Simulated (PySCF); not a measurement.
# Working out the ionisation energy of Re²⁺

Re²⁺ [Xe] 4f14 5d5 (6S) → Re³⁺ [Xe] 4f14 5d4 (5D). Computed with PySCF 2.14 in aug-cc-pVDZ-PP with ECP60MDF, with a scalar-relativistic core potential. Frozen: 5s2 5p6. Energies in hartree (1 hartree = 27.21139 eV):

```csv
part,Re²⁺ (lower),Re³⁺ (upper)
UHF,-77.038779,-76.035946
CCSD correlation,-0.046592,-0.026437
(T),-0.000261,-0.000079
```

Q: What does Hartree-Fock give?

A: (-76.035946) − (-77.038779) = 1.002833 hartree = 27.288 eV.

Q: What do CCSD and CCSD(T) give?

A: The CCSD correlation energies differ by 0.020155 hartree = 0.548 eV and the triples by 0.000182 hartree = 0.005 eV, so CCSD gives 27.836 eV and CCSD(T) 27.841 eV.

Reference: 27 ± 1.6 eV (theoretical estimate listed by NIST; NIST Atomic Spectra Database, ionization energies), between the lowest levels; spin-orbit coupling is absent from the calculation.

A double-zeta basis recovers only part of the correlation energy.

What remains against the reference includes basis incompleteness, the frozen core and higher excitations.
